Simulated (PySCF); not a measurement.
Cu (SMILES [Cu+]), charge +1, singlet. Base run: B3LYP/cc-pVDZ (PySCF).

Here is a job for PySCF.
```python
from pyscf import gto, scf, dft

mol = gto.M(
    atom='''
Cu    0.00000000    0.00000000    0.00000000
''',
    basis='cc-pvdz',
    charge=1,
    verbose=3,
)

mf = dft.RKS(mol)
mf.xc = 'b3lyp'
mf.kernel()
```

The base run was repeated with changes; each row names its change, and settings that it needs were set with it.

| change | basis functions | E (Eh) | HOMO (eV) | HOMO-LUMO gap (eV) |
|---|---|---|---|---|
| base | 43 | -1640.28260 | -15.62 | 4.77 |
| basis = x2c-TZVPall; relativity = none | 48 | -1634.83542 | -15.83 | 5.12 |
| basis = x2c-SVPall; relativity = spin-free X2C; nucleus = Gaussian (with nucmod='G') | 36 | -1654.20672 | -15.73 | 4.80 |
| basis = x2c-TZVPall; relativity = spin-free X2C | 48 | -1654.51118 | -15.64 | 4.55 |
| basis = x2c-SVPall; relativity = none | 36 | -1635.23606 | -15.79 | 5.21 |
| basis = cc-pVDZ-DK; relativity = spin-free X2C | 43 | -1654.52832 | -15.51 | 4.39 |
| basis = cc-pVDZ-DK; relativity = none | 43 | -1632.71914 | -15.69 | 4.94 |
| basis = x2c-SVPall; relativity = spin-free X2C | 36 | -1654.21280 | -15.73 | 4.80 |
| basis = x2c-TZVPall; relativity = spin-free X2C; nucleus = Gaussian (with nucmod='G') | 48 | -1654.50463 | -15.64 | 4.55 |
| basis = cc-pVDZ-DK; relativity = spin-free X2C; nucleus = Gaussian (with nucmod='G') | 43 | -1654.52081 | -15.51 | 4.39 |

Total energies compare only within one method and basis.

Basis sets contracted for a relativistic Hamiltonian are a mismatch without it, so the rows without relativity aren't non-relativistic limits. No row has spin-orbit coupling; sets with core potentials leave out the core electrons.
